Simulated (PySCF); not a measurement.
C₂H₁₅NSi₄ (SMILES CN(C)[Si]([SiH3])([SiH3])[SiH3]), singlet, at a GFN2-xTB geometry; CASSCF(8,7)/STO-3G (PySCF).

PySCF was given this input:
```python
from pyscf import gto, scf, mcscf
import numpy

mol = gto.M(
    atom='''
C     2.24707423   -0.60372498    1.05781611
N     1.49586070    0.20870651    0.13619473
C     2.27859236    0.53024233   -1.02895859
Si   -0.24038146    0.02466806    0.01110119
Si   -0.79780197   -1.98948171   -1.08488765
Si   -1.01646971    0.06253500    2.21611219
Si   -0.96864779    1.89090802   -1.19395880
H     1.66173907   -0.78740232    1.95583091
H     2.52533688   -1.57187816    0.61922412
H     3.16744367   -0.08572745    1.34304179
H     2.56044202   -0.36811078   -1.59510025
H     1.71605430    1.18953203   -1.68587806
H     3.19779808    1.04145698   -0.72810313
H    -0.30973655   -3.19348779   -0.39715118
H    -2.24813979   -2.15592091   -1.21597293
H    -0.25144636   -2.09109303   -2.44583084
H    -0.94343086   -1.24203146    2.88740910
H    -2.43778219    0.41814135    2.19903336
H    -0.36574116    1.00314462    3.13260475
H    -2.39769707    2.07866657   -0.93041451
H    -0.85230591    1.73298397   -2.64971443
H    -0.32134553    3.17086591   -0.89262422
''',
    basis='sto-3g',
    verbose=4,
)

mf = scf.RHF(mol)
mf.kernel()
mc = mcscf.CASSCF(mf, 7, 8)
mc.fix_spin_(ss=0.0)
mc.kernel()
occ = numpy.linalg.eigvalsh(mc.fcisolver.make_rdm1(mc.ci, mc.ncas, mc.nelecas))[::-1]
ss = mc.fcisolver.spin_square(mc.ci, mc.ncas, mc.nelecas)[0]
print('natural occupations', occ.round(4), ' <S^2>', round(ss, 4))
```

What does PySCF print? Leave out banner, timings and long lists.


```
PySCF version 2.14.0

[INPUT] verbose = 4
[INPUT] num. atoms = 22
[INPUT] num. electrons = 90
[INPUT] charge = 0
[INPUT] spin (= nelec alpha-beta = 2S) = 0
[INPUT] symmetry False subgroup None
[INPUT] Mole.unit = angstrom
[INPUT] Symbol           X                Y                Z      unit          X                Y                Z       unit  Magmom
[...]
nuclear repulsion = 637.960211813277
number of shells = 44
number of NR pGTOs = 198
number of NR cGTOs = 66
basis = sto-3g
ecp = {}

******** <class 'pyscf.scf.hf.RHF'> ********
method = RHF
initial guess = minao
damping factor = 0
level_shift factor = 0
DIIS = <class 'pyscf.scf.diis.CDIIS'>
diis_start_cycle = 1
diis_space = 8
diis_damp = 0
SCF conv_tol = 1e-09
SCF conv_tol_grad = None
SCF max_cycles = 50
direct_scf = True
direct_scf_tol = 1e-13
Set gradient conv threshold to 3.16228e-05
Initial guess from minao.
init E= -1279.36833694286
[...]
cycle= 1 E= -1279.70361494901  delta_E= -0.335  |g|= 0.348  |ddm|=  5.1
[...]
cycle= 2 E= -1279.74865555119  delta_E= -0.045  |g|= 0.109  |ddm|= 0.656
[...]
cycle= 3 E= -1279.75299267893  delta_E= -0.00434  |g|= 0.0276  |ddm|= 0.195
[...]
cycle= 4 E= -1279.75338537548  delta_E= -0.000393  |g|= 0.00302  |ddm|= 0.0683
[...]
cycle= 5 E= -1279.75339263595  delta_E= -7.26e-06  |g|= 0.000836  |ddm|= 0.00991
[...]
cycle= 6 E= -1279.75339320011  delta_E= -5.64e-07  |g|= 0.00016  |ddm|= 0.00305
[...]
cycle= 7 E= -1279.7533932252  delta_E= -2.51e-08  |g|= 3.52e-05  |ddm|= 0.000672
[...]
cycle= 8 E= -1279.7533932264  delta_E= -1.2e-09  |g|= 8e-06  |ddm|= 0.000144
[...]
cycle= 9 E= -1279.75339322645  delta_E= -4.59e-11  |g|= 1.44e-06  |ddm|= 3.09e-05
[...]
Extra cycle  E= -1279.75339322645  delta_E= -5.46e-12  |g|= 5.92e-07  |ddm|= 3.4e-06
converged SCF energy = -1279.75339322645

******** <class 'pyscf.mcscf.mc1step.CASSCF'> ********
CAS (4e+4e, 7o), ncore = 41, nvir = 18
max_cycle_macro = 50
max_cycle_micro = 4
conv_tol = 1e-07
conv_tol_grad = None
orbital rotation max_stepsize = 0.02
orbital rotation threshold for CI restart = 0.01
augmented hessian ah_max_cycle = 30
augmented hessian ah_conv_tol = 1e-12
augmented hessian ah_linear dependence = 1e-14
augmented hessian ah_level shift = 1e-08
augmented hessian ah_start_tol = 2.5
augmented hessian ah_start_cycle = 3
augmented hessian ah_grad_trust_region = 3
kf_trust_region = 3
kf_interval = 4
ci_response_space = 4
ci_grad_trust_region = 3
with_dep4 0
natorb = False
canonicalization = True
sorting_mo_energy = False
[...]
CASCI E = -1279.76638489172  S^2 = 0.0000000
[...]
               |grad[o]|=0.000667  |grad[c]|=0.00143  |ddm|=0.000618  |maxRot[o]|=0.0725
macro iter  13 (  7 JK    2 micro), CASSCF E = -1279.79096235716  dE = -6.92740014e-06  S^2 = 0.0000000
               |grad[o]|=0.000308  |grad[c]|=0.00231  |ddm|=0.000319  |maxRot[o]|=0.0295
macro iter  14 (  9 JK    2 micro), CASSCF E = -1279.79096193016  dE =  4.27000941e-07  S^2 = 0.0000000
               |grad[o]|=0.000204  |grad[c]|=0.00121  |ddm|=0.000286  |maxRot[o]|=0.0189
macro iter  15 (  8 JK    2 micro), CASSCF E = -1279.79096250546  dE = -5.75301783e-07  S^2 = 0.0000000
               |grad[o]|=0.000816  |grad[c]|=0.000399  |ddm|=0.00017  |maxRot[o]|=0.00833
macro iter  16 ( 17 JK    4 micro), CASSCF E = -1279.79094548913  dE =  1.70163271e-05  S^2 = 0.0000000
               |grad[o]|=0.000207  |grad[c]|=0.00839  |ddm|=0.00237  |maxRot[o]|=0.0574
macro iter  17 ( 21 JK    4 micro), CASSCF E = -1279.79094891568  dE = -3.42654721e-06  S^2 = 0.0000000
               |grad[o]|=0.000247  |grad[c]|=0.000402  |ddm|=6.44e-05  |maxRot[o]|=0.0169
macro iter  18 (  7 JK    2 micro), CASSCF E = -1279.79095867500  dE = -9.75932267e-06  S^2 = 0.0000000
               |grad[o]|=0.00017  |grad[c]|=0.00141  |ddm|=0.000216  |maxRot[o]|=0.0263
macro iter  19 (  6 JK    1 micro), CASSCF E = -1279.79096281201  dE = -4.13700559e-06  S^2 = 0.0000000
               |grad[o]|=0.000107  |grad[c]|=0.00166  |ddm|=0.000243  |maxRot[o]|=0.0283
macro iter  20 (  6 JK    1 micro), CASSCF E = -1279.79096325705  dE = -4.45046226e-07  S^2 = 0.0000000
               |grad[o]|=0.000126  |grad[c]|=0.000457  |ddm|=0.000131  |maxRot[o]|=0.00804
macro iter  21 (  6 JK    1 micro), CASSCF E = -1279.79096339945  dE = -1.42390945e-07  S^2 = 0.0000000
               |grad[o]|=4.74e-05  |grad[c]|=0.000255  |ddm|=6.18e-05  |maxRot[o]|=0.00506
macro iter  22 (  5 JK    1 micro), CASSCF E = -1279.79096345223  dE = -5.27861630e-08  S^2 = 0.0000000
               |grad[o]|=2.91e-05  |grad[c]|=0.000158  |ddm|=3.71e-05  |maxRot[o]|=0.0022
1-step CASSCF converged in  22 macro (232 JK  53 micro) steps
CASSCF canonicalization
Density matrix diagonal elements [1.98329652 1.98337875 1.97377628 1.98821166 0.02808526 0.02202403
 0.02122749]
CASSCF energy = -1279.79096345223
CASCI E = -1279.79096345223  E(CI) = -11.1506063140741  S^2 = 0.0000000
natural occupations [1.9991 1.9827 1.9738 1.9731 0.0282 0.022  0.0211]  <S^2> 0.0
```
